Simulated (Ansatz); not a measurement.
Consider the ligand exchange at a Zr–F bond: `CC(C)(C)[NH][Zr]([F])([F])[F]` + `CNC` → `C[N](C)[Zr]([F])([F])[NH]C(C)(C)C` + H–F.

Computed with Ansatz on PBE0-D4/def2-TZVP structures; ΔE is electronic, products minus reactants. CBS: MP2 limit from def2 TZ/QZ plus the TZ coupled-cluster correction, frozen cores. This one scheme is used for every species. Functionals use def2-TZVPP. def2 core potentials past Kr. For Zr outer-core shells are correlated without core-valence functions, which leaves a few kJ/mol of doubt a bond. One conformer a species, not always the lowest.

| level | ΔE (eV) |
| --- | --- |
| ωB97M-V | 1.23 |
| MP2/def2-SVP | 1.15 |

Q: What does CCSD(T)/CBS give? (An estimate is asked.)

A: Ansatz gave: +1.07 eV. The listed levels differ from it by 0.16, 0.08 eV.

Largest T1 diagnostic among the species: 0.015.

The D4 term adds −0.20 eV with B3LYP and −0.12 eV with PBE0; it sums over pairs of atoms, weighted by their polarisabilities, and B3LYP, whose exchange is more repulsive, gets the larger term. In def2-TZVPP, CCSD(T) changes the Hartree–Fock value by −0.45 eV (the triples alone add −0.07 eV) and MP2 by −0.51 eV.

B3LYP here is the variant with VWN-RPA as its local correlation; programs differ in this.
